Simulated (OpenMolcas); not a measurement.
Ag3+: moving or changing the point charges

Ag3+ among 3 point charges of -1.5 e arranged as a planar triangle (D3h), 1.98 Å from the ion.
```
   1.9800    0.0000    0.0000  -1.50
  -0.9900    1.7147    0.0000  -1.50
  -0.9900   -1.7147    0.0000  -1.50
```

| Property | Result |
| --- | --- |
| Program | OpenMolcas |
| Method | CASSCF |
| Basis | ANO-RCC-VDZP [6s5p3d1f] |
| Scalar Hamiltonian | DKH2, point nucleus |
| Active space | 8 electrons in 5 orbitals (4d) |
| State averaging | 2S+1 = 3 even, 10 roots; 2S+1 = 1 even, 15 roots |
| Spin-orbit coupling | RASSI with atomic mean-field integrals over the reference wave functions |

Runs around this geometry, states (labels of D3, the rotations of D3h). Energies in cm-1 above the lowest state or level, χT in cm3 K/mol.

```tsv
R (Å)	q (e)	Ground state	First state of that spin	First gap with spin-orbit (degeneracies)	χT at 300 K	First state of another spin
1.98	-0.98	3A1	3A2 2.4	665.9 (2, 1)	3.560	1A1 12099
1.89	-1.5	3A2	3A1 84.1	1162 (2, 1)	3.364	1A1 10406
1.98	-1.5	3A1	3A2 5.5	1181 (2, 1)	3.399	1A1 10954
2.13	-1.5	3A1	3A2 3.4	1000 (2, 1)	3.449	1A1 11706
```

The ground state changes within this set.

Without dynamic correlation the repulsion within the d shell is too large (B by tens of per cent), so at a given field states of lower spin stand too high. Real 4d8 and 5d8 ions are as a rule square planar and diamagnetic. The ground term spreads over less than 5000 cm-1, several times less than with real ligands, so orbital moments are less quenched and χT lies further from the spin-only value than at real sites. Spin-orbit coupling mixes the spin-free states strongly: the lowest level takes only 49 % from its leading state, 3A1 (figures for R = 1.98, q = -0.98; the like holds for R = 1.89, q = -1.5, R = 1.98, q = -1.5, R = 2.13, q = -1.5). Point charges carry no covalency, so the field is a model and not that of real ligands. No measured value stands beside these numbers.
